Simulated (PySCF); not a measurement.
ClH6NSSi2, SMILES N[SiH2]S[SiH2]Cl. Atoms are numbered in the order given.

```xyz
11

Si     1.0659    -0.8029     0.5049
Cl     1.8136     0.8250     1.5731
S      0.2821    -0.2514    -1.4070
Si    -1.6410     0.5627    -0.7080
N     -2.8567    -0.5651    -0.2005
H     -0.0093    -1.4170     1.3578
H      2.1858    -1.7686     0.2728
H     -2.1388     1.2990    -1.9129
H     -1.3545     1.4490     0.4663
H     -3.2270    -1.2345    -0.8810
H     -2.7522    -1.0124     0.7144
```

Geometry: PBE-D3(BJ)/def2-SVP. This is a generated structure with no PubChem entry under its InChIKey; it may be hypothetical. The values are those of a single conformer.

Method: PBE-D3(BJ)/def2-SVP in PySCF.

Frequencies are harmonic and unscaled.

```tsv
mode	ν (cm⁻¹)	IR (km/mol)	moving atoms (share of kinetic energy)
1	33	1.4	N 37 %, Cl 26 %, H 23 %, Si 10 %
2	53	0.6	Si 35 %, H 26 %, Cl 20 %, N 10 %, S 9 %
3	108	0.4	Si 49 %, H 21 %, N 12 %, Cl 11 %
4	176	4.7	S 32 %, Cl 29 %, Si 27 %, H 11 %
5	219	10.8	S 29 %, N 28 %, H 21 %, Si 20 %
6	268	17.7	H 89 %
7	428	17.0	H 31 %, S 29 %, Si 28 %, N 12 %
8	459	281.0	H 49 %, Si 23 %, N 17 %, S 8 %
9	472	27.5	H 45 %, Si 33 %, S 16 %
10	499	58.5	H 41 %, Si 25 %, S 20 %, Cl 13 %
11	548	78.3	Si 40 %, H 34 %, Cl 17 %, S 8 %
12	562	54.2	H 45 %, Si 31 %, S 15 %, Cl 8 %
13	699	4.6	H 98 %
14	737	0.1	H 95 %
15	810	301.6	H 82 %, Si 11 %
16	831	16.8	H 57 %, N 33 %, Si 9 %
17	867	134.0	H 89 %, Si 10 %
18	875	77.2	H 66 %, Si 21 %, N 13 %
19	889	37.8	H 83 %, N 11 %
20	903	116.6	H 90 %
21	1496	36.0	H 90 %, N 10 %
22	2156	85.3	H 97 %
23	2187	58.4	H 98 %
24	2200	95.3	H 96 %
25	2206	89.7	H 96 %
26	3482	28.8	H 96 %
27	3578	28.1	H 91 %, N 9 %
```
